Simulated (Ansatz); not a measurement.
```yaml
crystal:
  periodic: [false, false, false]
  atoms:
    - {symbol: Fe, position_ang: [-0.002590, 0.001480, 0.006890]}
    - {symbol: I, position_ang: [-2.231330, -0.331950, -0.776790]}
    - {symbol: I, position_ang: [2.233920, 0.330470, 0.769900]}
basis:
  gaussian: {orbitals: def2-TZVP, initial_orbitals: start.molden}
hamiltonian: {xc: pbe}
correlation: {method: rpa}
scf: {omitted_lower_state_checks: [starts]}
```

The file start.molden holds the orbitals of an earlier run on this structure, at another level or in another basis.

```sh
$ ansatz run in.yaml --threads 4 --pin off --events-out ev --progress --plain --max-ram 3916MiB
```

Shortened log:

```
Functional definition: PBE
1403 factors; integrals over basis functions are off by at most 2.5e-4 eV
mean field evaluation 1: about -50582.6814 eV, gradient 9.9e0 eV
mean field evaluation 2: about -50583.0866 eV, gradient 1.9e0 eV
mean field evaluation 4: about -50583.0961 eV, gradient 7.0e-2 eV
mean field evaluation 8: about -50583.0943 eV, gradient 2.4e-1 eV
mean field evaluation 16: about -50583.0961 eV, gradient 4.2e-6 eV
mean field evaluation 32: about -50583.0961 eV, gradient 9.8e-7 eV
mean field -50583.09607976 eV, -1858.8944944772 hartree, gradient 2.1e-10 eV, S^2 0.000000; 0 other end points of the search recorded, 0 dependent functions left out; unrestricted orbitals would lower it
mean field evaluation 64: about -50498.7253 eV, gradient 7.6e-3 eV
13 core orbitals not correlated: weight in the atoms' cores, before any rotation towards them, 1.000 or more for the frozen orbitals, at most 0.000 for the correlated occupied ones
reference -50491.06387477 eV, -1855.5123733255 hartree; 25, 25 occupied and 107, 107 virtual orbitals, 1403 factors
Error: the energy between an occupied orbital and the lowest state that it is excited into in its spin channel is -0.0093 eV and must be positive: a state without a gap has no random-phase energy
```

(1) Can the result of this run be used?

Answers

(1) No. The run stopped with an error. The reference has no gap: an occupied orbital lies above an empty one, and the correlation energy can't be formed.
